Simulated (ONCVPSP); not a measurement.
Scattering properties, ONCV potential for As

ONCVPSP 4.0.1 input, shortened (lines: element, Z, core and valence counts, functional; n l f; lmax; l rc ep ncon nbas qcut; lloc lpopt rc5 dvloc0; l nproj debl; icmod fcfact rcfact), Wu-Cohen, scalar-relativistic:

```
  As 33.00    6    2  -118130      upf
    1    0    2.00
    2    0    2.00
    2    1    6.00
    3    0    2.00
    3    1    6.00
    3    2   10.00
    4    0    2.00
    4    1    3.00
    1
    0    1.30    0.00    4    9    5.00
    1    1.65    0.00    4    7    5.60
    4    5    1.20    1.00
    0    1    2.60
    1    2    3.50
    1    0.35    0.00
```

The phase is arctan(r·R′/R) of the radial function R(r), unwrapped; energies in Ha, scanned from -2 to 5 Ha. A pole is an energy at which the radial function vanishes at the test radius. The pseudo phase is shifted by a multiple of π to meet the all-electron one at the reference energy, and phase errors are pseudo minus all-electron; the curves can meet again beyond the range given. Levels narrower than the energy grid can be missing from the lists of poles.

**Question.** For each channel, where are the poles, and over which energies does the pseudopotential scatter like the atom?

**Answer.**

```tsv
channel	radius (bohr)	reference energy (Ha)	poles, all-electron	poles, pseudo	unbroken range about the reference energy with phases within 0.05 rad	phase error 1 Ha above the reference energy (rad)
s	1.32	-0.53	none	0.05	-1.9 to -0.2	-3.000
p	1.67	-0.19	3.05	3.05	the whole range	-0.001
```

Note: no bound ghost flagged; GHOST(+) flagged for s at 1.50 eV, p at 203.2 eV.

Phases in the p channel:

```
E (Ha)  all-electron  pseudo
 -1.98         1.048   1.041
 -1.80         1.000   0.994
 -1.62         0.942   0.936
 -1.44         0.870   0.865
 -1.26         0.778   0.773
 -1.08         0.660   0.656
 -0.90         0.507   0.504
 -0.72         0.311   0.309
 -0.54         0.073   0.072
 -0.36        -0.191  -0.191
 -0.18        -0.447  -0.447
  0.00        -0.668  -0.668
  0.18        -0.845  -0.845
  0.36        -0.982  -0.982
  0.54        -1.088  -1.089
  0.72        -1.171  -1.172
  0.90        -1.237  -1.238
  1.08        -1.291  -1.293
  1.26        -1.336  -1.337
  1.44        -1.374  -1.375
  1.62        -1.407  -1.407
  1.80        -1.435  -1.436
  1.98        -1.460  -1.461
  2.16        -1.482  -1.483
  2.34        -1.503  -1.503
  2.52        -1.522  -1.522
  2.70        -1.539  -1.539
  2.88        -1.556  -1.556
  3.06        -1.571  -1.571
  3.24        -1.587  -1.587
  3.42        -1.602  -1.602
  3.60        -1.616  -1.616
  3.78        -1.631  -1.631
  3.96        -1.646  -1.647
  4.14        -1.661  -1.663
  4.32        -1.678  -1.680
  4.50        -1.695  -1.699
  4.68        -1.713  -1.720
  4.86        -1.733  -1.745
```
